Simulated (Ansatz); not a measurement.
Molecule: sum formula H3SiO3, net charge 0, doublet state. It need not be the lowest isomer of its formula. 
Coordinates optimised at B3LYP-D3(BJ)/def2-TZVP (Ansatz, an electronic-structure program):
```xyz
7

Si     0.2956     0.1430    -0.1661
O     -0.1234    -1.2927    -0.8566
O     -0.9908     1.1652    -0.2838
O      0.5966    -0.1230     1.4314
H     -0.3795    -1.2841    -1.7836
H     -0.9111     2.0318     0.1254
H      1.2937    -0.7462     1.6564
```
Charge 0, spin multiplicity 2.

Computed values are from Ansatz. Correlated levels leave the core frozen unless marked. Open shells are spin-unrestricted. No spin-orbit coupling. Non-relativistic. CBS(X,Y): correlation extrapolated as X^-3; Hartree-Fock from the larger set. [CCSD(T)-MP2]/basis is that difference in the basis named.

* **atomisation energy De**: 655.4 kcal/mol at RI-MP2/CBS(aug-cc-pV(T+d)Z,aug-cc-pV(Q+d)Z)+[CCSD(T)-MP2]/aug-cc-pV(T+d)Z
* **vertical ionisation energy (to the singlet)**: 8.23 eV at RI-MP2/CBS(aug-cc-pV(T+d)Z,aug-cc-pV(Q+d)Z)+[CCSD(T)-MP2]/aug-cc-pV(T+d)Z
* **total energy**: -516.5032 Eh at RI-MP2/CBS(aug-cc-pV(T+d)Z,aug-cc-pV(Q+d)Z)+[CCSD(T)-MP2]/aug-cc-pV(T+d)Z
* **dipole moment**: 1.37 D at CCSD(T)/aug-cc-pV(D+d)Z
* **T1 diagnostic**: 0.015 at CCSD/aug-cc-pV(T+d)Z
